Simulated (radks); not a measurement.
The numbers below are computed, except where a source is named.
Problem. The potassium ion K4+ is in [Ne] 3s2 3p3. Code: a radial shooting solver on a logarithmic mesh with Libxc functionals. Model: scalar-relativistic Kohn-Sham, BLYP, spin-polarised, spherical densities, finite nucleus; Fermi nuclear charge, rms radius of each element as measured or else 0.836 A^(1/3) + 0.57 fm. Open shells are filled with parallel spins first. One electron is removed from 3s, 2s, 2p, 3p in turn, with full relaxation. Which removal costs least, and what does each cost?

Solution. 3p 81.725 eV; 3s 94.580 eV; 2p 368.31 eV; 2s 438.63 eV. The 3p electron leaves first.
